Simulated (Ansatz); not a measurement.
Two isomers of CH6BNOSi: A = `CB1O[SiH]1N`, B = `B[Si]1(O)CN1`.

Computed with Ansatz on PBE0-D4/def2-TZVP structures; ΔE is electronic, products minus reactants. CBS: MP2 limit from def2 TZ/QZ plus the TZ coupled-cluster correction, frozen cores. DFT in def2-TZVPP. B3LYP here is the variant with VWN-RPA as its local correlation; programs differ in this. Each species was taken in one conformer, which may not be the lowest.

Which is lower in electronic energy at CCSD(T)/CBS, and by how much? (Best estimate.)

The calculation gave: A, by 60.1 kcal/mol.

Give E(B) − E(A) in kcal/mol with r2SCAN-D4, CCSD(T)/def2-TZVPP, B3LYP-D4, B2PLYP, MP2/def2-TZVPP, ωB97M-V, HF/def2-TZVPP. (An estimate is asked.)

Ansatz gave: r2SCAN-D4 61.0, CCSD(T)/def2-TZVPP 60.3, B3LYP-D4 59.8, B2PLYP 61.1, MP2/def2-TZVPP 61.8, ωB97M-V 61.2, HF/def2-TZVPP 57.6. None reverses the order clearly.

Largest T1 diagnostic: 0.014.

In def2-TZVPP, CCSD(T) changes the Hartree–Fock value by +2.7 kcal/mol (the triples alone add +0.6 kcal/mol) and MP2 by +4.2 kcal/mol.
